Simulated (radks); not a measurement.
Q: All-electron atom: the tantalum ion Ta17+ in [Kr] 4d10 4f9 7d1 (not the ground configuration). Calculated with a radial shooting solver on a logarithmic mesh with Libxc functionals: Dirac Kohn-Sham, PBE, spin-unpolarised, spherical densities, finite nucleus; open shells fill j = l - 1/2 first; Fermi nuclear charge, rms radius 5.3507 fm.

Spin-orbit splittings of the eigenvalues, e(l+1/2) - e(l-1/2), with zeta = 2 splitting/(2l+1) and mean radii in bohr:

| shell | occ. | splitting (eV) | zeta (eV) | <r> j=l-1/2 | <r> j=l+1/2 |
|---|---|---|---|---|---|
| 2p | 6 | ? | ? | 0.06487 | 0.07271 |
| 3p | 6 | 273.8 | 182.5 | 0.1941 | 0.2086 |
| 3d | 10 | 59.64 | 23.85 | 0.1828 | 0.1872 |
| 4p | 6 | 66.13 | 44.09 | 0.4553 | 0.4850 |
| 4d | 10 | 12.69 | 5.076 | 0.4940 | 0.5033 |
| 4f | 9 | 2.700 | 0.7715 | 0.5179 | 0.5223 |
| 7d | 1 | 0.8743 | 0.3497 | 2.717 | 2.734 |

Estimate the 2p splitting.

A: 1270 eV (zeta = 846.9 eV).
